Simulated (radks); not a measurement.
Results of a calculation; reference values are marked as such.
The europium anion Eu- inside a hard spherical wall (all orbitals vanish at R), configuration held at [Xe] 4f8 6s2 and not refilled when levels cross. Code: a radial shooting solver on a logarithmic mesh with Libxc functionals. Model: scalar-relativistic Kohn-Sham, LDA (Slater exchange, VWN5 correlation), spin-polarised, spherical densities, finite nucleus; open shells are filled with parallel spins first (spin-orbit coupling, left out, can overturn this in heavy ions); Fermi nuclear charge, rms radius 5.1115 fm. Eigenvalues in eV for spin up, with the zero of energy where the potential of the charges vanishes at infinity; a dash marks a level that is unbound or too diffuse for the functional's potential to be trusted. A positive occupied level is held by the wall or, in an anion where self-interaction has pushed it up, behind a barrier. The pressure on the wall is -dE/dV.

| R (bohr) | E (hartree) | kinetic (hartree) | e(5s) | e(5p) | e(6s) | e(4f) | e(5d, empty) | e(6p, empty) | pressure (GPa) |
|---|---|---|---|---|---|---|---|---|---|
| 15 | -10836.1488 | 11604.708 | -42.343 | -21.281 | -0.908 | -0.659 | - | - | 0.105 |
| 8 | -10836.0021 | 11604.747 | -35.974 | -15.286 | 2.544 | 6.267 | 5.331 | 5.235 | 1.86 |
| 6 | -10835.8075 | 11605.230 | -32.267 | -11.813 | 6.177 | 10.204 | 8.714 | 10.450 | 11.8 |
| 3 | -10831.3435 | 11620.400 | -11.701 | 8.751 | 58.175 | 34.573 | 36.765 | 75.816 | 1770 |
| 2.5 | -10825.7475 | 11638.577 | 3.604 | 26.109 | 107.81 | 52.379 | 60.216 | 132.09 | 6550 |
| 1.5 | -10753.9987 | 11847.588 | 156.62 | 202.00 | 546.39 | 170.42 | 272.67 | 596.85 | 222000 |
